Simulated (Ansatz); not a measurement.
Isolated molecules relaxed with PBE0-D4/def2-TZVP in Ansatz; ΔE leaves out vibrations. CCSD(T)/CBS adds triple-zeta CCSD(T) − MP2 to the extrapolated MP2 energy (def2 sets, frozen cores). This one scheme is used for every species. Functionals use def2-TZVPP. One conformer a species, not always the lowest.

Reaction (formal exchange of groups at a B–O bond): `SB[O][AlH][Cl]` + `CCC` → `CC(C)BS` + `[OH][AlH][Cl]`

`SB[O][AlH][Cl]`:

```xyz
8

S    -0.988    0.777   -2.006
B    -0.983    0.402   -0.233
O     0.057   -0.259    0.288
Al    1.450   -0.933    0.923
Cl    2.962    0.357    1.548
H    -2.176    1.398   -2.015
H    -1.909    0.743    0.446
H     1.587   -2.484    1.048
```

`CCC`:

```xyz
11

C     1.127   -0.568    0.241
C     0.044    0.075   -0.608
C    -1.160    0.512    0.209
H     0.747   -1.455    0.756
H     1.490    0.124    1.006
H     1.984   -0.876   -0.362
H     0.460    0.940   -1.137
H    -0.277   -0.627   -1.385
H    -1.928    0.972   -0.417
H    -0.872    1.241    0.973
H    -1.615   -0.339    0.724
```

`CC(C)BS`:

```xyz
14

C     0.698   -0.634   -1.219
C     0.007    0.232   -0.163
C    -1.500   -0.044   -0.148
B     0.598   -0.070    1.256
S     1.321    1.126    2.353
H     0.567   -1.697   -0.999
H     0.274   -0.445   -2.210
H     1.771   -0.435   -1.272
H     0.159    1.286   -0.427
H    -1.705   -1.086    0.112
H    -2.025    0.588    0.572
H    -1.934    0.143   -1.136
H     0.577   -1.182    1.702
H     1.192    2.220    1.579
```

`[OH][AlH][Cl]`:

Cartesian coordinates in Å:
```
O 0.103 1.164 -0.543
Al 0.296 -0.356 0.156
Cl -1.393 -1.463 0.720
H -0.743 1.577 -0.709
H 1.736 -0.922 0.375
```

Question: Is it downhill or uphill in electronic energy at CCSD(T)/CBS, and by how much? (Estimate.)

Answer: Ansatz gave: Uphill: ΔE = +123.1 kJ/mol.

Question: What do these levels give: B97M-V, r2SCANh-D4, r2SCAN0-D4, CAM-B3LYP, CCSD/def2-SVP, CCSD(T)/def2-SVP? (An estimate is asked.)

Answer: Ansatz gave: B97M-V 130.8, r2SCANh-D4 128.1, r2SCAN0-D4 129.2, CAM-B3LYP 137.5, CCSD/def2-SVP 144.3, CCSD(T)/def2-SVP 141.8 kJ/mol.

Largest T1 diagnostic among the species: 0.013.

In def2-TZVPP, CCSD(T) changes the Hartree–Fock value by −28.1 kJ/mol (the triples alone add −3.7 kJ/mol) and MP2 by −30.7 kJ/mol. Leaving LDA and LC-ωPBE aside and taking each functional with its dispersion term where it has one, the values, not all of them listed here, spread over 21.9 kJ/mol, from revPBE-D4 to BHLYP-D4. At CCSD(T), def2-SVP lies +18.7 kJ/mol from the extrapolated value and def2-TZVPP +0.8 kJ/mol.
